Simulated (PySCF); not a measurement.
B(F)(Cl)(Me) (CH3BClF), SMILES ClB(C)F.

Coordinates come from a B3LYP-D3(BJ)/def2-SVP optimisation.

All values below come from PBE0/def2-TZVPD in PySCF.

The molecule is in vacuum.

Question: Estimate the frontier levels, gap, dipole moment and polarisability. (An estimate is asked for; the answer gives what the named calculation found.)

Answer: 
| Quantity | Value |
|---|---|
| highest occupied level | -9.19 eV |
| lowest empty level | -0.61 eV |
| orbital gap | 8.59 eV |
| dipole moment | 1.65 D |
| quadrupole, principal values (traceless, Buckingham form, about the centre of nuclear charge) | -3.33, 1.41, 1.92 D·Å |
| mean static polarisability | 41.6 bohr³ (6.17 Å³) |
| polarisability, principal values | 34.6, 40.0, 50.4 bohr³ |
